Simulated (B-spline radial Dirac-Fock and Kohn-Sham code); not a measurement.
**Sb⁵⁺: eigenvalues, ΔSCF and the reference**

System: Sb⁵⁺, configuration [Kr] 4d10.

The density-functional columns are spherical, spin-unpolarised Dirac-Kohn-Sham results without Breit or QED terms: −ε is minus the orbital energy of the initial state and ΔSCF the difference of two total energies. The reference in the last column comes from ΔSCF Dirac-Fock with Breit, self-energy and vacuum polarisation, finite nucleus, configuration average. All numbers are from an atomic code on a B-spline grid, in eV; a selection of levels is shown. For the 1s level of heavy atoms much of the gap between ΔSCF and the reference is the Breit and QED part, -102.4 eV here; for other levels the error of the functional can be larger.

```tsv
level	LDA −ε	LDA ΔSCF	PBE −ε	PBE ΔSCF	Dirac-Fock
K (1s)	30306.7	30653.7	30341.5	30689.5	30560.6
L1 (2s)	4660.4	4724.0	4664.5	4727.9	4774.7
L2 (2p1/2)	4366.3	4445.0	4367.7	4446.4	4451.5
L3 (2p3/2)	4114.8	4188.8	4115.9	4189.8	4203.1
M1 (3s)	959.5	982.8	960.7	983.9	1016.7
M2 (3p1/2)	839.1	863.0	839.4	863.2	884.5
M3 (3p3/2)	792.7	815.9	792.9	816.0	837.6
M4 (3d3/2)	579.0	604.4	578.6	604.0	606.5
M5 (3d5/2)	569.4	594.5	568.9	594.1	597.1
N1 (4s)	205.5	217.3	205.6	217.4	229.5
N2 (4p1/2)	164.6	176.0	164.5	176.0	183.3
N3 (4p3/2)	155.8	167.0	155.9	167.1	174.6
N4 (4d3/2)	90.63	100.8	90.42	100.6	99.18
N5 (4d5/2)	89.33	99.44	89.12	99.25	97.92
```

Q: Order the estimates of the K (1s) level by their distance from the Dirac-Fock value, nearest first.
A. PBE −ε
B. PBE ΔSCF
C. LDA ΔSCF
D. LDA −ε

A: C (93.1 eV), B (128.9 eV), A (219.2 eV), D (253.9 eV).

For the outermost level NIST gives 99.51 ± 0.05 eV (measured); the differences from it are LDA −ε -10.18, LDA ΔSCF -0.07, PBE −ε -10.39, PBE ΔSCF -0.26, Dirac-Fock -1.59 eV.

Values without a named source are computed, but for edge energies of neutral atoms, which are taken from tables.
